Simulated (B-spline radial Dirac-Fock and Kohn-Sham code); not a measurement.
# Lu⁺: eigenvalues, ΔSCF and the reference

System: lutetium as Lu⁺ in the configuration [Xe] 4f13 5d1 6s2 (an excited configuration).

The density-functional columns are spherical, spin-unpolarised Dirac-Kohn-Sham results without Breit or QED terms: −ε is minus the orbital energy of the initial state and ΔSCF the difference of two total energies. The reference in the last column comes from multi-electron Dirac-Fock with separately optimised hole states, Breit and Lamb-shift corrections added in first order. All numbers are from a B-spline atomic structure program, in eV; a selection of levels is shown. For the 1s level of heavy atoms much of the gap between ΔSCF and the reference is the Breit and QED part, -304.1 eV here; for other levels the error of the functional can be larger.

| level | PBE −ε | PBE ΔSCF | Dirac-Fock |
| --- | --- | --- | --- |
| 1s | 63160.3 | 63684.9 | 63336.4 |
| 2s | 10759.7 | 10853.5 | 10904.9 |
| 2p1/2 | 10271.9 | 10393.0 | 10377.1 |
| 2p3/2 | 9154.5 | 9259.8 | 9272.3 |
| 3s | 2452.6 | 2478.7 | 2527.4 |
| 3p1/2 | 2236.5 | 2264.7 | 2295.9 |
| 3p3/2 | 1998.2 | 2023.8 | 2057.1 |
| 3d3/2 | 1630.8 | 1661.9 | 1669.2 |
| 3d5/2 | 1578.8 | 1609.0 | 1618.2 |
| 4s | 502.4 | 514.2 | 540.8 |
| 4p1/2 | 414.3 | 426.0 | 445.9 |
| 4p3/2 | 359.9 | 371.2 | 391.5 |
| 4d3/2 | 214.9 | 225.9 | 235.1 |
| 4d5/2 | 204.9 | 215.8 | 225.2 |
| 4f | 26.00 | 35.71 | 32.12 |
| 5s | 74.28 | 81.54 | 85.04 |
| 5p1/2 | 49.26 | 56.05 | 55.13 |
| 5p3/2 | 41.86 | 48.30 | 47.69 |
| 5d | 10.78 | 15.53 | 14.73 |
| 6s | 11.70 | 15.02 | 13.19 |

Values without a named source are computed, but for edge energies of neutral atoms, which are taken from tables.
